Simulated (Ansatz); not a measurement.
Geometry optimisation, RHF/def2-SVP in Ansatz.

The input (input.yaml):

```yaml
crystal:
  periodic: [false, false, false]
  atoms:
    - { symbol: W, position_ang: [-0.095894, -0.194259, -0.066174] }
    - { symbol: O, position_ang: [-0.131642, -0.037889, 1.831442] }
    - { symbol: H, position_ang: [-0.925413, -0.100377, 2.348165] }
    - { symbol: O, position_ang: [1.689037, -0.349988, -0.138759] }
    - { symbol: H, position_ang: [2.622306, -0.217574, -0.048293] }
    - { symbol: F, position_ang: [-0.070291, 1.612981, -0.392102] }
    - { symbol: F, position_ang: [-1.940869, -0.023882, 0.091734] }
    - { symbol: F, position_ang: [-0.328429, -2.021776, 0.062313] }
    - { symbol: F, position_ang: [-0.363993, -0.429151, -1.876297] }
    - { symbol: Cl, position_ang: [2.212601, 2.006673, 1.642212] }
    - { symbol: H, position_ang: [1.477187, 1.321141, 2.49756] }
basis:
  gaussian: { orbitals: def2-SVP }
hamiltonian:
  xc: hf
relax:
  f_tol: 0.03
  max_steps: 50
```

Launched with:

```bash
$ ansatz run input.yaml --threads 4 --pin off --max-ram 5120MiB --backend cpu --events-out ev --progress --plain --runs-dir out
```

Q: Where does it end, and by what steps?

A: The forces met the threshold. After 15 steps the energy has fallen by 0.360 eV; Cl10 moved furthest, 1.31 Å.

```csv
step,energy less start (eV),largest force component (eV/Å),accepted
0,0.0000,1.376,yes
1,-0.1709,0.797,yes
2,-0.2083,1.223,yes
3,-0.2880,0.263,yes
4,-0.3064,0.210,yes
5,-0.3207,0.402,yes
6,-0.3396,0.092,yes
7,-0.3466,0.270,yes
8,-0.3470,0.378,yes
9,-0.3477,0.360,yes
10,-0.3540,0.089,yes
11,-0.3581,0.075,yes
12,-0.3592,0.083,yes
13,-0.3597,0.044,yes
14,-0.3599,0.046,yes
15,-0.3600,0.020,yes
```

```xyz
11
Properties=species:S:1:pos:R:3
W -0.222 -0.214 -0.177
O -0.246 0.355 1.606
H -1.009 0.380 2.170
O 1.540 0.123 -0.267
H 2.411 0.392 0.001
F -0.659 1.462 -0.813
F -2.037 -0.502 0.098
F 0.054 -1.977 0.295
F -0.433 -0.816 -1.908
Cl 2.999 1.290 2.409
H 1.747 1.072 2.537
```

Whether the end is a true minimum wasn't checked by a vibrational analysis.

Run time: 35 s on 4 threads of Arm Neoverse V2 (shared host), peak memory 0.45 GiB.
